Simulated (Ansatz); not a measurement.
Isolated molecules relaxed with PBE0-D4/def2-TZVP in Ansatz; ΔE leaves out vibrations. CCSD(T)/CBS adds triple-zeta CCSD(T) − MP2 to the extrapolated MP2 energy (def2 sets, frozen cores). This one scheme is used for every species. Functionals use def2-TZVPP. Each species was taken in one conformer, which may not be the lowest.

Consider the formal hydrolysis of a B–C bond: `CBOCO` + H₂O → `OBOCO` + CH₄.

```
             level  ΔE (kcal/mol)
         r2SCAN-D4          -32.2
           PBE0-D4          -30.6
           ωB97X-V          -31.3
     HF/def2-TZVPP          -34.1
CCSD(T)/def2-TZVPP          -31.2
    MP2/def2-QZVPP          -30.7
      HF/CBS(def2)          -33.9
    CCSD/CBS(def2)          -30.3
```

Task: What does CCSD(T)/CBS give? (Estimate.)

Result: The calculation gave: -30.1 kcal/mol. The listed levels differ from it by -2.1, -0.5, -1.2, -4.0, -1.1, -0.6, -3.8, -0.2 kcal/mol.

Largest T1 diagnostic among the species: 0.013.

In def2-TZVPP, CCSD(T) changes the Hartree–Fock value by +2.9 kcal/mol (the triples alone add +0.2 kcal/mol) and MP2 by +2.7 kcal/mol.
